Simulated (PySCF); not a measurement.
## Electron correlation in He (helium, neutral)

1s1 2p1, high-spin 3P determinant (an excited configuration). All numbers are calculated (PySCF 2.14, the non-relativistic Hamiltonian (point nucleus), in aug-cc-pVQZ with one added diffuse shell each of s, p, d, f type (6s5p4d3f, 62 functions)). Frozen: nothing; 2 electrons correlated.

With two correlated electrons CCSD is exact within the correlated space (frozen core and kept virtual orbitals).

```
level  correlation energy (mhartree)
 CCSD                          -1.88
```

Diagnostics: T1 = 0.0052, D1 = 0.0103, largest double amplitude 0.010.

Q: Is a single reference adequate?

A: Yes: T1 lies below 0.03 and no double amplitude reaches 0.07.
